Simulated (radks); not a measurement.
All-electron atom: Cl5+ in [Ne] 3s2 (the NIST ground configuration). Calculated with a radial shooting solver on a logarithmic mesh with Libxc functionals: scalar-relativistic Kohn-Sham, LDA (Slater exchange, Perdew-Wang correlation), spin-polarised, spherical densities, point nucleus.

Unscreened Slater integrals over Kohn-Sham orbitals (eV). They are taken over the spin-up orbitals.

integral,value
"F0(3s,3s)",18.685
"F0(3s,2p)",24.639
"G1(3s,2p)",2.1672
"F0(3s,2s)",24.343
"G0(3s,2s)",1.7259
"F0(3s,1s)",27.391
"G0(3s,1s)",0.94733
"F0(2p,2p)",61.767
"F2(2p,2p)",28.679
"F0(2p,2s)",58.061
"G1(2p,2s)",34.223
"F0(2p,1s)",86.083
"G1(2p,1s)",12.839
"F0(2s,2s)",55.616
"F0(2s,1s)",78.468
"G0(2s,1s)",6.6357
"F0(1s,1s)",280.78
